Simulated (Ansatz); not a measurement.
`O=C[C]1=[N][AlH]1`, one more setting.

```yaml
crystal:
  periodic: [false, false, false]
  atoms:
    - {symbol: O, position_ang: [-0.883179, -1.511381, 1.666327]}
    - {symbol: C, position_ang: [0.035334, -0.506280, 1.170239]}
    - {symbol: C, position_ang: [0.211658, -0.477927, 0.012843]}
    - {symbol: N, position_ang: [0.900259, 0.680810, -0.099833]}
    - {symbol: Al, position_ang: [-0.372192, 0.581774, -1.684882]}
    - {symbol: H, position_ang: [0.921918, -0.674256, 1.864226]}
    - {symbol: H, position_ang: [-0.592882, 1.461402, -3.235607]}
basis:
  gaussian: {orbitals: aug-cc-pVTZ}
hamiltonian: {xc: {name: HF}}
correlation: {method: mp2}
output: {forces: true}
```

```sh
$ ansatz run in.yaml --threads 2 --pin off --events-out ev --progress --plain --max-ram 4352MiB
```

It prints (some lines left out):

```
Functional definition: HF
1663 factors; integrals over basis functions are off by at most 8.9e-4 eV
mean field evaluation 1: about -12179.9291 eV, gradient 4.7e1 eV
mean field evaluation 2: about -12180.1812 eV, gradient 4.7e1 eV
mean field evaluation 4: about -12186.2802 eV, gradient 7.9e0 eV
mean field evaluation 8: about -12186.5187 eV, gradient 9.4e-1 eV
mean field evaluation 16: about -12186.5299 eV, gradient 2.6e-5 eV
mean field -12186.52987438 eV, -447.8467125570 hartree, gradient 2.8e-6 eV, S^2 0.000000; 0 other end points of the search recorded, 0 dependent functions left out; unrestricted orbitals would lower it
unrestricted determinant -12188.02894810 eV, -447.9018024998 hartree, S^2 1.2829
9 core orbitals not correlated: weight in the atoms' cores, before any rotation towards them, 1.000 or more for the frozen orbitals, at most 0.000 for the correlated occupied ones
reference -12186.52987438 eV, -447.8467125570 hartree; 12, 12 occupied and 259, 259 virtual orbitals, 1663 factors
second order -23.50623429 eV of doubles, -0.00000000 eV of singles
Total energy: -12210.03610867 eV, -448.7105507339 hartree
Atom 0 at    -0.883179    -1.511381     1.666327 Å, force     2.574617     5.129019    -1.646978 eV/Å
Atom 1 at     0.035334    -0.506280     1.170239 Å, force    -4.988299   -11.977694    23.169369 eV/Å
Atom 2 at     0.211658    -0.477927     0.012843 Å, force     1.604644     4.981339   -20.468763 eV/Å
Atom 3 at     0.900259     0.680810    -0.099833 Å, force    -0.288694     1.325824    -3.562545 eV/Å
Atom 4 at    -0.372192     0.581774    -1.684882 Å, force     2.122983     0.006368     0.991767 eV/Å
Atom 5 at     0.921918    -0.674256     1.864226 Å, force    -1.079379     1.807207    -0.480108 eV/Å
Atom 6 at    -0.592882     1.461402    -3.235607 Å, force     0.054127    -1.272062     1.997259 eV/Å
Dipole moment:    -0.121655     0.397271    -1.010276 e Å
```

It took 37 s on 2 threads of an Arm Neoverse V2 on a shared host, with 0.93 GiB of host memory at the peak.
